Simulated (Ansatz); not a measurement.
Steps of a relaxation of C3H10BN (`BCC(C)N`) with RKS PBE0-D4/def2-TZVP.

```sh
$ ansatz run in.yaml --threads 4 --pin off --events-out ev --progress --plain --max-ram 10444MiB
```

```yaml
crystal:
  periodic: [false, false, false]
  atoms:
    - {symbol: B, position_ang: [-1.118813, 1.159761, 1.463592]}
    - {symbol: C, position_ang: [-0.945700, 0.510834, 0.063595]}
    - {symbol: C, position_ang: [0.449930, 0.103232, -0.423591]}
    - {symbol: C, position_ang: [0.970706, -1.114329, 0.359740]}
    - {symbol: N, position_ang: [0.423137, -0.078732, -1.881135]}
    - {symbol: H, position_ang: [-0.166645, 1.623287, 2.071932]}
    - {symbol: H, position_ang: [-2.230415, 1.289044, 1.947628]}
    - {symbol: H, position_ang: [-1.690470, -0.298113, -0.123832]}
    - {symbol: H, position_ang: [-1.319002, 1.345390, -0.593137]}
    - {symbol: H, position_ang: [1.137690, 0.956407, -0.222060]}
    - {symbol: H, position_ang: [1.983300, -1.409342, 0.013615]}
    - {symbol: H, position_ang: [0.296808, -1.987333, 0.218593]}
    - {symbol: H, position_ang: [1.035067, -0.910013, 1.449588]}
    - {symbol: H, position_ang: [1.353622, -0.373034, -2.208703]}
    - {symbol: H, position_ang: [-0.201112, -0.867859, -2.106425]}
basis:
  gaussian: {orbitals: def2-TZVP}
hamiltonian: {xc: pbe0, dispersion: d4}
relax: {f_tol: 0.005, max_steps: 150}
```

Positions (Å) and forces (eV/Å) along the path, 8 of 8 steps:

```xyz
15
step=1 energy=-5435.1740 eV
B    -1.119    1.160    1.464    0.028    0.091    0.208
C    -0.946    0.511    0.064   -0.277   -0.002   -0.332
C     0.450    0.103   -0.424    0.132    0.251    0.237
C     0.971   -1.114    0.360    0.051   -0.194    0.043
N     0.423   -0.079   -1.881    0.201   -0.707    0.026
H    -0.167    1.623    2.072   -0.362   -0.180   -0.234
H    -2.230    1.289    1.948    0.433   -0.057   -0.198
H    -1.690   -0.298   -0.124    0.377    0.340    0.104
H    -1.319    1.345   -0.593    0.186   -0.346    0.260
H     1.138    0.956   -0.222   -0.340   -0.414   -0.121
H     1.983   -1.409    0.014   -0.489    0.155    0.153
H     0.297   -1.987    0.219    0.309    0.419    0.055
H     1.035   -0.910    1.450   -0.050   -0.053   -0.530
H     1.354   -0.373   -2.209   -0.525    0.205    0.198
H    -0.201   -0.868   -2.106    0.327    0.492    0.130
15
step=2 energy=-5435.2269 eV
B    -1.105    1.145    1.458   -0.025    0.063    0.067
C    -0.943    0.510    0.057   -0.060    0.027   -0.129
C     0.448    0.109   -0.419   -0.001    0.037    0.037
C     0.960   -1.103    0.359    0.025   -0.025    0.028
N     0.425   -0.084   -1.869    0.101   -0.272    0.013
H    -0.162    1.601    2.056   -0.098   -0.070   -0.068
H    -2.201    1.272    1.938    0.123   -0.024   -0.038
H    -1.672   -0.300   -0.124    0.117    0.108    0.036
H    -1.313    1.335   -0.594    0.063   -0.130    0.096
H     1.127    0.955   -0.223   -0.109   -0.130   -0.036
H     1.962   -1.395    0.020   -0.142    0.045    0.050
H     0.291   -1.965    0.216    0.087    0.132    0.013
H     1.017   -0.895    1.436   -0.007   -0.029   -0.141
H     1.346   -0.379   -2.190   -0.153    0.090    0.041
H    -0.201   -0.858   -2.092    0.078    0.178    0.033
15
step=3 energy=-5435.2324 eV
B    -1.101    1.146    1.452    0.017   -0.112    0.064
C    -0.942    0.512    0.052   -0.001    0.042   -0.040
C     0.445    0.109   -0.420    0.013    0.024   -0.010
C     0.955   -1.095    0.364   -0.008    0.004   -0.009
N     0.429   -0.089   -1.867    0.007   -0.056    0.047
H    -0.157    1.579    2.052    0.007    0.034   -0.010
H    -2.188    1.257    1.944   -0.009    0.033   -0.014
H    -1.665   -0.296   -0.123   -0.023   -0.013    0.008
H    -1.309    1.330   -0.598   -0.007    0.003   -0.028
H     1.121    0.950   -0.228    0.015    0.023    0.000
H     1.954   -1.386    0.031    0.016   -0.004   -0.004
H     0.289   -1.952    0.221   -0.010   -0.022    0.001
H     1.008   -0.884    1.436   -0.002    0.007    0.011
H     1.345   -0.383   -2.189    0.007    0.020   -0.005
H    -0.205   -0.849   -2.097   -0.022    0.018   -0.010
15
step=4 energy=-5435.2330 eV
B    -1.098    1.130    1.457   -0.014    0.080   -0.033
C    -0.942    0.513    0.049    0.013   -0.011    0.003
C     0.446    0.110   -0.421   -0.006   -0.009   -0.032
C     0.954   -1.092    0.366   -0.002    0.006   -0.004
N     0.430   -0.092   -1.866    0.002   -0.007    0.028
H    -0.155    1.576    2.049    0.022   -0.023    0.026
H    -2.185    1.258    1.942   -0.014   -0.024    0.022
H    -1.664   -0.295   -0.128   -0.022   -0.027   -0.009
H    -1.309    1.333   -0.598   -0.007    0.011   -0.006
H     1.121    0.952   -0.230    0.017    0.027    0.005
H     1.954   -1.384    0.036    0.025   -0.008   -0.006
H     0.289   -1.949    0.224   -0.015   -0.023   -0.003
H     1.005   -0.878    1.437    0.003    0.006    0.027
H     1.344   -0.387   -2.189    0.020    0.004   -0.010
H    -0.209   -0.845   -2.098   -0.022   -0.002   -0.007
15
step=5 energy=-5435.2335 eV
B    -1.099    1.136    1.455   -0.005   -0.012   -0.011
C    -0.942    0.513    0.048    0.007    0.012   -0.007
C     0.446    0.110   -0.422    0.013    0.004    0.066
C     0.957   -1.092    0.366    0.000    0.005    0.010
N     0.431   -0.093   -1.865   -0.017   -0.015   -0.054
H    -0.154    1.563    2.057    0.008    0.001    0.008
H    -2.188    1.267    1.938    0.003   -0.003   -0.001
H    -1.664   -0.297   -0.127   -0.005   -0.002    0.005
H    -1.311    1.330   -0.602   -0.004    0.003   -0.010
H     1.122    0.953   -0.230   -0.005    0.004   -0.001
H     1.960   -1.378    0.040   -0.001   -0.005   -0.002
H     0.296   -1.953    0.222    0.000    0.001   -0.004
H     1.003   -0.878    1.438    0.002    0.001    0.002
H     1.342   -0.396   -2.190   -0.003    0.000    0.001
H    -0.220   -0.835   -2.099    0.008    0.007   -0.004
15
step=6 energy=-5435.2336 eV
B    -1.098    1.131    1.455   -0.027   -0.007    0.003
C    -0.942    0.516    0.046    0.015    0.003   -0.042
C     0.447    0.113   -0.424    0.011    0.006    0.090
C     0.956   -1.087    0.368    0.003    0.006    0.009
N     0.431   -0.094   -1.866   -0.017   -0.022   -0.058
H    -0.151    1.543    2.064    0.018    0.008    0.014
H    -2.187    1.265    1.938    0.008   -0.002   -0.004
H    -1.664   -0.293   -0.132   -0.008   -0.011    0.012
H    -1.312    1.332   -0.606   -0.001    0.011   -0.001
H     1.122    0.956   -0.234   -0.005   -0.001   -0.010
H     1.958   -1.377    0.041    0.003   -0.001   -0.005
H     0.293   -1.947    0.228   -0.004   -0.003   -0.004
H     1.005   -0.869    1.439    0.000    0.000    0.005
H     1.341   -0.401   -2.190    0.000    0.004    0.001
H    -0.221   -0.838   -2.097    0.005    0.009   -0.008
15
step=7 energy=-5435.2338 eV
B    -1.098    1.128    1.455   -0.001    0.002    0.009
C    -0.942    0.519    0.043    0.000   -0.004   -0.006
C     0.447    0.113   -0.424    0.000    0.001    0.004
C     0.956   -1.085    0.370   -0.003    0.000   -0.003
N     0.430   -0.096   -1.868    0.007    0.003    0.004
H    -0.150    1.537    2.068   -0.001    0.001    0.003
H    -2.187    1.262    1.938    0.004    0.000   -0.003
H    -1.664   -0.292   -0.131   -0.001    0.004   -0.002
H    -1.310    1.335   -0.608   -0.002   -0.004   -0.001
H     1.122    0.957   -0.237   -0.002   -0.002   -0.005
H     1.957   -1.377    0.042    0.001    0.000    0.001
H     0.292   -1.945    0.232    0.000    0.001   -0.001
H     1.005   -0.866    1.441    0.002    0.000   -0.001
H     1.341   -0.402   -2.192   -0.003    0.000    0.000
H    -0.222   -0.838   -2.099   -0.002   -0.003   -0.001
15
step=8 energy=-5435.2338 eV
B    -1.098    1.128    1.456    0.001    0.000    0.001
C    -0.942    0.519    0.043    0.000    0.002    0.000
C     0.447    0.113   -0.424    0.000   -0.001    0.001
C     0.956   -1.084    0.370    0.000    0.000    0.000
N     0.430   -0.097   -1.868   -0.001    0.000    0.000
H    -0.150    1.533    2.070   -0.002    0.000    0.001
H    -2.187    1.263    1.937    0.001    0.000   -0.001
H    -1.664   -0.291   -0.132   -0.001    0.000    0.000
H    -1.311    1.335   -0.609    0.000    0.000    0.000
H     1.122    0.958   -0.238    0.000    0.000   -0.001
H     1.957   -1.377    0.042    0.000    0.000    0.000
H     0.292   -1.944    0.233    0.000    0.000   -0.001
H     1.007   -0.864    1.441    0.000    0.000    0.000
H     1.341   -0.403   -2.192    0.000    0.000    0.001
H    -0.222   -0.839   -2.099    0.000    0.000    0.000
```

Run time 33 s (4 threads of an Arm Neoverse V1 on a shared host); peak host memory 0.56 GiB.
